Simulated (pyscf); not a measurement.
Optimised with ωB97X-D3(BJ)/def2-SVP in PySCF. Correlated levels are frozen-core, on RHF or UHF. ΔMP2 is the change of the MP2 total energy from the triple- to the quadruple-zeta basis.

**Question.** What is the homolytic dissociation enthalpy (298 K, CCSD(T)/def2-TZVPP + ΔMP2(QZVPP)) of the B–Ga bond of H₂B–GaH₂, to BH₂• + GaH₂•?

**Answer.** B–Ga to BH₂• + GaH₂•: 329.2 kJ/mol. The radicals are drawn with the spin at the cut bond; how far it spreads was not checked. The CCSD(T) − MP2 part came from Ansatz, without density fitting, on the same reference. The frozen core leaves the outer d or s,p core shells of the metals and heavy elements correlated in the MP2 and CC values, and def2-TZVPP describes them poorly, which can shift differences by a few kcal/mol. Elements up to Kr have no core potential and no relativistic terms here.
